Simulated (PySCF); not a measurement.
# Bond lengths and vibrations by method: BGeH2NO

Calculated results; nothing here was measured. The program is PySCF 2.14.0, an open-source quantum chemistry code, run on an isolated molecule that a program drew, which may never have been made. The molecule is BGeH2NO (charge 0, singlet), drawn as the SMILES string `N=[B][Ge][OH]`.

The geometry was optimised and harmonic frequencies were computed with HF and MP2, all in the cc-pVDZ basis, for the commonest isotopes, with a restricted reference for singlets and an unrestricted one otherwise, and a frozen core in MP2. Germanium has the cc-pVDZ-PP basis, with a core potential (ECP10MDF) in place of its 10 inner electrons, and its 3s, 3p and 3d shells are frozen in MP2. Each result is a local minimum of its method.

Geometry at the HF minimum:
```xyz
6
BGeH2NO, angstrom
N     0.6171   -0.5190    0.6241
B     0.8848    0.5620    1.1495
Ge    1.4853    2.3509    2.1374
O     0.1668    3.3345    1.4388
H     0.3703   -1.3661    0.1845
H     0.1751    4.2401    1.7162
```

Lengths of the bonds as drawn, in Å (atoms numbered as above):
```
bond,HF,MP2
N1-B2,1.231,1.263
B2-Ge3,2.130,2.120
Ge3-O4,1.787,1.824
N1-H5,0.986,1.003
O4-H6,0.947,0.972
```

Rotational constants, in GHz:
| constant | HF | MP2 |
|---|---|---|
| A | 11.97 | 11.57 |
| B | 2.659 | 2.633 |
| C | 2.175 | 2.145 |

Harmonic frequencies in cm^-1, each column in rising order, so a row needn't be the same motion in every method:
```
rank,HF,MP2
1,132,112
2,229,190
3,355,321
4,424,404
5,521,469
6,555,511
7,584,580
8,722,689
9,942,?
10,2047,1852
11,4079,3810
12,4144,3852
```

**Estimate the missing MP2 frequency from the HF column.**

A single factor s that minimises the squared misfit of MP2 against s times HF over the other rows is sum(HF x MP2) / sum(HF^2) = 0.9293, with an rms misfit of 23 cm^-1. For rank 9 it gives 0.9293 x 942 = 875 cm^-1. The calculation gives 928 cm^-1, 53 cm^-1 above the estimate. The drawn bonds are on average 1.7 % longer in MP2 than in HF.
